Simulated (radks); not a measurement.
Neutral krypton inside a hard spherical wall (all orbitals vanish at R), configuration held at [Kr] and not refilled when levels cross. Calculated with a radial shooting solver on a logarithmic mesh with Libxc functionals: non-relativistic Kohn-Sham, LDA (Slater exchange, Perdew-Wang correlation), spin-unpolarised, spherical densities, point nucleus. Eigenvalues in eV, with the zero of energy where the potential of the charges vanishes at infinity; a dash marks a level that is unbound or too diffuse for the functional's potential to be trusted. A positive occupied level is held by the wall or, in an anion where self-interaction has pushed it up, behind a barrier. The pressure on the wall is -dE/dV.

\begin{tabular}{lrrrrrrrrr}
R (bohr) & E (hartree) & kinetic (hartree) & e(3p) & e(3d) & e(4s) & e(4p) & e(5s, empty) & e(5p, empty) & pressure (GPa) \\ \hline
free & -2750.13331 & 2747.811 & -192.83 & -83.646 & -22.326 & -9.422 & -0.376 & - & 0 \\
20 & -2750.13331 & 2747.811 & -192.83 & -83.646 & -22.326 & -9.422 & -0.367 & 0.486 & < 0.0001 \\
10 & -2750.13330 & 2747.811 & -192.83 & -83.645 & -22.325 & -9.421 & 0.041 & 1.827 & 0.000341 \\
6 & -2750.12630 & 2747.873 & -192.50 & -83.313 & -22.061 & -9.159 & 3.526 & 7.670 & 0.762 \\
5 & -2750.09568 & 2748.089 & -191.59 & -82.409 & -21.376 & -8.443 & 7.834 & 13.635 & 5.98 \\
4 & -2749.92192 & 2749.081 & -188.42 & -79.255 & -19.046 & -5.860 & 19.275 & 27.862 & 54.6 \\
3.5 & -2749.61509 & 2750.582 & -184.61 & -75.475 & -16.183 & -2.557 & 31.988 & 42.605 & 181 \\
3 & -2748.81772 & 2753.987 & -177.65 & -68.583 & -10.497 & 4.109 & 55.767 & 68.976 & 653 \\
2 & -2739.91703 & 2783.760 & -141.58 & -32.860 & 32.630 & 53.412 & 210.23 & 229.76 & 13500 \\
1.5 & -2714.97447 & 2856.657 & -90.481 & 19.759 & 132.21 & 160.01 & 495.23 & 512.63 & 100000 \\
\end{tabular}
